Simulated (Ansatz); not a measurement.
Relaxation of CH7AsSeSi (11 atoms, charge 0, multiplicity 1), to a largest force component of 0.015 eV/Å in at most 40 steps.

The calculation used RKS PBE0-D4/def2-SVP (Ansatz).

```xyz
11
Properties=species:S:1:pos:R:3
C -0.713 1.087 0.120
Si 0.121 -0.213 -0.841
As 1.944 -0.909 0.354
Se -1.213 -1.962 -1.155
H -0.073 1.982 0.244
H -1.649 1.482 -0.468
H -1.058 0.738 1.097
H 0.594 0.331 -2.151
H 2.791 0.400 0.036
H 2.591 -1.657 -0.880
H -1.436 -2.144 0.391
```

Task: Where does it end, and by what steps?

Result: The forces met the threshold. The force dipped under the threshold on the way, but the program's further checks kept it going. After 8 steps the energy has fallen by 0.400 eV; H11 moved furthest, 0.20 Å.

```
step  energy less start (eV)  largest force component (eV/Å)  accepted
   0                  0.0000                           2.041       yes
   1                 -0.3594                           0.804       yes
   2                 -0.3905                           0.236       yes
   3                 -0.3919                           0.277       yes
   4                 -0.3989                           0.073       yes
   5                 -0.3999                           0.013       yes
   6                 -0.4001                           0.019       yes
   7                 -0.4001                           0.021       yes
   8                 -0.4002                           0.003       yes
```

```xyz
11
Properties=species:S:1:pos:R:3
C -0.731 1.181 0.117
Si 0.122 -0.195 -0.834
As 2.015 -0.938 0.387
Se -1.260 -1.993 -1.178
H -0.064 2.052 0.217
H -1.646 1.497 -0.407
H -1.009 0.842 1.126
H 0.455 0.245 -2.223
H 2.787 0.353 0.117
H 2.603 -1.630 -0.836
H -1.373 -2.280 0.262
```

Run time: 51 s on 2 threads of Arm Neoverse V1, on a shared host, peak memory 0.38 GiB.
